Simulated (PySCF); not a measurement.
PySCF input for GaHBr2, SMILES [Br][GaH][Br], C-PCM-B3LYP/def2-SVP. The structure is a stationary point at ωB97X-D3(BJ)/def2-SVP. The structure was generated by enumeration; whether it is a known compound was not checked.

```python
import numpy as np
from pyscf import gto, scf, dft
from pyscf.solvent import pcm

mol = gto.M(
    atom='''
    Ga   -0.00000000   -0.00000000   -0.81344683
    H     0.00000000   -0.00000000   -2.35971554
    Br    0.00000000   -1.91797761    0.39395096
    Br    0.00000000    1.91797761    0.39395096
    ''',
    basis='def2-SVP',
    charge=0,
    spin=0,
    max_memory=1600,
    verbose=3,
)
mf = dft.RKS(mol, xc='b3lyp').density_fit(auxbasis='def2-universal-jkfit')
mf.grids.level = 3
mf.conv_tol = 1e-9
mf.max_cycle = 100
mf.kernel()
res = {}
for name, eps in {'water': 78.355, 'tetrahydrofuran': 7.4257, '2-propanol': 19.264}.items():
    s = mf.PCM()
    s.with_solvent.method, s.with_solvent.eps, s.with_solvent.lebedev_order = 'C-PCM', eps, 29
    s.kernel(mf.make_rdm1())
    res[name] = (s.e_tot, eps, s.dip_moment(), s.mo_energy, s.converged)
    print(f'{name}: electrostatic solvation free energy {(s.e_tot - mf.e_tot) * 627.509474:.3f} kcal/mol')
```

Output:

```
converged SCF energy = -7073.10591546471

WARN: PCM is an experimental feature. It is still in testing.
Features and APIs may be changed in the future.

converged SCF energy = -7073.11158344713
Dipole moment(X, Y, Z, Debye): -0.00000,  0.00000, -1.95147
water: electrostatic solvation free energy -3.557 kcal/mol

WARN: PCM is an experimental feature. It is still in testing.
Features and APIs may be changed in the future.

converged SCF energy = -7073.11077466527
Dipole moment(X, Y, Z, Debye): -0.00000, -0.00000, -1.84556
tetrahydrofuran: electrostatic solvation free energy -3.049 kcal/mol

WARN: PCM is an experimental feature. It is still in testing.
Features and APIs may be changed in the future.

converged SCF energy = -7073.11131949922
Dipole moment(X, Y, Z, Debye):  0.00000, -0.00000, -1.91645
2-propanol: electrostatic solvation free energy -3.391 kcal/mol
```

Self-consistency was reached.
